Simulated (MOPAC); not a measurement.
MOPAC input (AM1):

```
AM1 PRECISE GNORM=0.05 LET XYZ UHF MS=0.5 GEO-OK AUX(PRECISION=9) THREADS=1
C3H10GeN

C    -2.35733600 1   -0.22792400 1   -0.20758300 1
C    -1.49206900 1    0.95175700 1    0.19954600 1
N    -0.07212000 1    0.78311000 1   -0.06787000 1
C     0.69002500 1    1.97299800 1    0.26300400 1
Ge    0.80601400 1   -0.86589900 1   -0.01302100 1
H    -2.22725000 1   -0.46604200 1   -1.26369700 1
H    -3.40750300 1    0.01225800 1   -0.03571800 1
H    -2.12219100 1   -1.12100000 1    0.37409200 1
H    -1.82313800 1    1.84611900 1   -0.34455800 1
H    -1.65216500 1    1.17376300 1    1.26622400 1
H     1.74906900 1    1.81776400 1    0.06195400 1
H     0.34854500 1    2.81495500 1   -0.34997100 1
H     0.57499600 1    2.26450000 1    1.31594700 1
H     0.04644800 1   -1.79268300 1   -1.00917100 1
H     2.18184400 1   -0.50364100 1   -0.65312500 1
```

Output:

```
 *******************************************************************************
 **                                                                           **
 **                              MOPAC v23.2.5                                **
 **                                                                           **
 *******************************************************************************
 ** MOPAC's Digital Object Identifier: https://doi.org/10.5281/zenodo.6511958 **
 **                                                                           **
 ** Please cite the open-source release paper for use of this MOPAC version:  **
 ** J. E. Moussa and J. J. P. Stewart (2026)                                  **
 ** MOPAC: An open-source semiempirical molecular orbital program             **
 ** J. Open Source Softw., 11(119), 8025, https://doi.org/10.21105/joss.08025 **
 *******************************************************************************

                              AM1 CALCULATION RESULTS

 *******************************************************************************
 *  AM1        - The AM1 Hamiltonian to be used
 *  GEO-OK     - OVERRIDE INTERATOMIC DISTANCE AND OTHER SAFETY CHECKS
 *  UHF        - UNRESTRICTED HARTREE-FOCK CALCULATION
 *  MS=        - IN MECI, MAGNETIC COMPONENT OF SPIN =  0.5
 *  LET        - OVERRIDE SOME SAFETY CHECKS
 *  PRECISE    - TIGHTER CRITERIA TO BE USED
 *  XYZ        - CARTESIAN COORDINATE SYSTEM TO BE USED
 *  GNORM      - EXIT WHEN GRADIENT NORM DROPS BELOW 0.050
 *  AUX        - OUTPUT AUXILIARY INFORMATION
 *******************************************************************************
AM1 PRECISE GNORM=0.05 LET XYZ UHF MS=0.5 GEO-OK AUX(PRECISION=9) THREADS=1
 C3H10GeN

   ATOM   CHEMICAL          X               Y               Z
  NUMBER   SYMBOL      (ANGSTROMS)     (ANGSTROMS)     (ANGSTROMS)

     1       C         -2.35733600  *  -0.22792400  *  -0.20758300  *
     2       C         -1.49206900  *   0.95175700  *   0.19954600  *
     3       N         -0.07212000  *   0.78311000  *  -0.06787000  *
     4       C          0.69002500  *   1.97299800  *   0.26300400  *
     5      Ge          0.80601400  *  -0.86589900  *  -0.01302100  *
     6       H         -2.22725000  *  -0.46604200  *  -1.26369700  *
     7       H         -3.40750300  *   0.01225800  *  -0.03571800  *
     8       H         -2.12219100  *  -1.12100000  *   0.37409200  *
     9       H         -1.82313800  *   1.84611900  *  -0.34455800  *
    10       H         -1.65216500  *   1.17376300  *   1.26622400  *
    11       H          1.74906900  *   1.81776400  *   0.06195400  *
    12       H          0.34854500  *   2.81495500  *  -0.34997100  *
    13       H          0.57499600  *   2.26450000  *   1.31594700  *
    14       H          0.04644800  *  -1.79268300  *  -1.00917100  *
    15       H          2.18184400  *  -0.50364100  *  -0.65312500  *

          CARTESIAN COORDINATES

    NO.       ATOM           X           Y           Z

     1         C         -2.3573     -0.2279     -0.2076
     2         C         -1.4921      0.9518      0.1995
     3         N         -0.0721      0.7831     -0.0679
     4         C          0.6900      1.9730      0.2630
     5        Ge          0.8060     -0.8659     -0.0130
     6         H         -2.2273     -0.4660     -1.2637
     7         H         -3.4075      0.0123     -0.0357
     8         H         -2.1222     -1.1210      0.3741
[...]
   5   Ge        0.753253223    -0.767450498    -0.258453343
   6    H       -2.094605229    -0.687193838    -1.157690393
   7    H       -3.387763169    -0.031128613    -0.068482364
   8    H       -2.082123200    -1.088939715     0.613634928
   9    H       -1.793874717     1.761306371    -0.603646982
  10    H       -1.777679558     1.356702356     1.168644288
  11    H        1.801428880     1.704395694     0.258070426
  12    H        0.464872596     2.783213259    -0.363740172
  13    H        0.523979909     2.338330062     1.399839265
  14    H       -0.099081112    -2.031512242    -0.533622762
  15    H        2.303135353    -0.728116930    -0.253722028

           Empirical Formula: C3 H10 N Ge  =    15 atoms

      MOLECULAR POINT GROUP   :   Cs

          ALPHA EIGENVALUES
 -37.96025 -31.73007 -25.76280 -22.53657 -16.52558 -16.37216 -16.18052 -14.16821
 -13.73738 -12.96219 -12.41630 -12.19562 -12.15123 -11.19009 -10.05790  -7.57053
   0.92498   1.58370   2.37277   3.43717   3.78477   4.10398   4.17503   4.21107
   4.48167   4.52214   4.72089   4.81638   5.11517   6.01911

           BETA EIGENVALUES
 -37.61275 -31.65938 -25.62463 -22.34123 -16.44547 -16.08825 -16.05676 -14.05191
 -13.62367 -12.92623 -12.32763 -12.11494 -12.09137 -11.24913  -8.73000  -0.87028
   1.28093   1.51818   2.72711   3.51259   3.81798   4.10984   4.17206   4.28088
   4.48999   4.54520   4.75522   4.83585   5.23398   6.14545

              NET ATOMIC CHARGES AND DIPOLE CONTRIBUTIONS

  ATOM NO.   TYPE          CHARGE      No. of ELECS.   s-Pop       p-Pop
    1          C          -0.225416        4.2254     1.22958     2.99583
    2          C          -0.038166        4.0382     1.21672     2.82145
    3          N          -0.369607        5.3696     1.52109     3.84852
    4          C          -0.090807        4.0908     1.22503     2.86578
    5         Ge           0.154020        3.8460     0.87126     2.97472
    6          H           0.088825        0.9112     0.91117
    7          H           0.082691        0.9173     0.91731
    8          H           0.088658        0.9113     0.91134
    9          H           0.073601        0.9264     0.92640
   10          H           0.073082        0.9269     0.92692
   11          H           0.090811        0.9092     0.90919
   12          H           0.068461        0.9315     0.93154
   13          H           0.067554        0.9324     0.93245
   14          H          -0.031873        1.0319     1.03187
   15          H          -0.031835        1.0318     1.03184
 DIPOLE           X         Y         Z       TOTAL
 POINT-CHG.    -0.468     0.465     0.112     0.669
 HYBRID        -0.544     1.008     0.240     1.170
 SUM           -1.012     1.472     0.352     1.821

          ATOMIC ORBITAL ELECTRON POPULATIONS

     Atom    s        px        py        pz
    1  C   1.22958   0.99402   0.97282   1.02900
    2  C   1.21672   0.83673   0.97959   1.00512
    3  N   1.52109   1.05960   1.16389   1.62503
    4  C   1.22503   0.96191   0.90432   0.99956
    5 Ge   0.87126   0.90267   0.77850   1.29354
    6  H   0.91117
    7  H   0.91731
    8  H   0.91134
    9  H   0.92640
   10  H   0.92692
   11  H   0.90919
   12  H   0.93154
   13  H   0.93245
   14  H   1.03187
   15  H   1.03184

                    (SZ)    =    0.500000
                    (S**2)  =    0.756552

          ATOMIC ORBITAL SPIN POPULATIONS

    Atom   Total    s     px     py     pz
         Atomic
    1  C  0.0027  0.000  0.001  0.001  0.001
    2  C -0.0312 -0.003 -0.014 -0.005 -0.009
    3  N  0.3251  0.017  0.012  0.023  0.272
    4  C -0.0299 -0.003 -0.006 -0.012 -0.009
    5 Ge  0.7685  0.051  0.030  0.040  0.647
    6  H -0.0005 -0.001
    7  H -0.0010 -0.001
    8  H -0.0005 -0.001
    9  H  0.0159  0.016
   10  H  0.0162  0.016
   11  H  0.0015  0.001
   12  H  0.0141  0.014
   13  H  0.0154  0.015
   14  H -0.0483 -0.048
   15  H -0.0478 -0.048

 **********************
 *                    *
 * JOB ENDED NORMALLY *
 *                    *
 **********************

 == MOPAC DONE ==
```

The geometry given is a B3LYP-D3(BJ)/def2-TZVP minimum.
